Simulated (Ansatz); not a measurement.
Ansatz (an electronic-structure program) input (CCSD(T)/def2-SVPD):

Ansatz 0.2 input:
```yaml
crystal:
  periodic: [false, false, false]
  atoms:
    - {symbol: Si, position_ang: [-0.61958267, 0.64186618, 0.77921080]}
    - {symbol: Br, position_ang: [0.66414141, -0.66287452, -0.32448800]}
    - {symbol: F, position_ang: [-1.61897689, 1.57938686, 0.04979212]}
basis:
  gaussian:
    orbitals: def2-SVPD
total_charge: 1
magnetization: {spin_polarized: true, initial_magnetization: 1}
correlation: {method: ccsd_t, electrons: outside_noble_gas}
```

Output:

```
Functional definition: HF
integrals: 0.14 GiB planned
844 factors; integrals over basis functions are off by at most 5.5e-4 eV
mean field: 0.46 GiB planned
mean field evaluation 1: about -80541.9579 eV, gradient 3.6e1 eV
mean field evaluation 2: about -80541.9690 eV, gradient 3.6e1 eV
mean field evaluation 4: about -80546.9105 eV, gradient 2.3e0 eV
mean field evaluation 8: about -80547.0239 eV, gradient 2.1e-1 eV
mean field evaluation 16: about -80544.4958 eV, gradient 2.8e1 eV
mean field evaluation 32: about -80544.3997 eV, gradient 1.5e0 eV
mean field evaluation 64: about -80544.2530 eV, gradient 5.0e-4 eV
mean field -80547.02550402 eV, -2960.0485905378 hartree, gradient 5.5e-6 eV, S^2 0.762619; 2 other end points of the search recorded, 0 dependent functions left out
determinant -80547.02550402 eV, -2960.0485905378 hartree, with singles and doubles -80557.72838896 eV, -2960.4419143049 hartree
determinant -80544.25304821 eV, -2959.9467046661 hartree, with singles and doubles -80555.08625834 eV, -2960.3448177955 hartree
determinant -80544.21553982 eV, -2959.9453262583 hartree, with singles and doubles -80555.13062421 eV, -2960.3464482110 hartree
20 core orbitals not correlated
reference -80547.02550402 eV, -2960.0485905378 hartree; 9, 8 occupied and 59, 60 virtual orbitals, 844 factors
second order -10.25593701 eV of doubles, -0.00000000 eV of singles
coupled cluster: 0.32 GiB planned
cycle   1  -10.69343127 eV  change   -2.8e-1 eV  update   2.7e-2
cycle   2  -10.72210985 eV  change   -2.9e-2 eV  update   6.8e-3
cycle   3  -10.72288727 eV  change   -7.8e-4 eV  update   3.8e-3
cycle   4  -10.72518398 eV  change   -2.3e-3 eV  update   1.5e-3
cycle   5  -10.72528336 eV  change   -9.9e-5 eV  update   9.3e-4
cycle   6  -10.72600650 eV  change   -7.2e-4 eV  update   5.5e-4
cycle   7  -10.72606552 eV  change   -5.9e-5 eV  update   2.5e-4
cycle   8  -10.72600798 eV  change    5.8e-5 eV  update   1.2e-4
cycle   9  -10.72597572 eV  change    3.2e-5 eV  update   5.0e-5
cycle  10  -10.72596475 eV  change    1.1e-5 eV  update   2.0e-5
perturbative correction -0.33516549 eV, -0.0123171047 hartree
Total energy: -80558.08663426 eV, -2960.4550795767 hartree
```
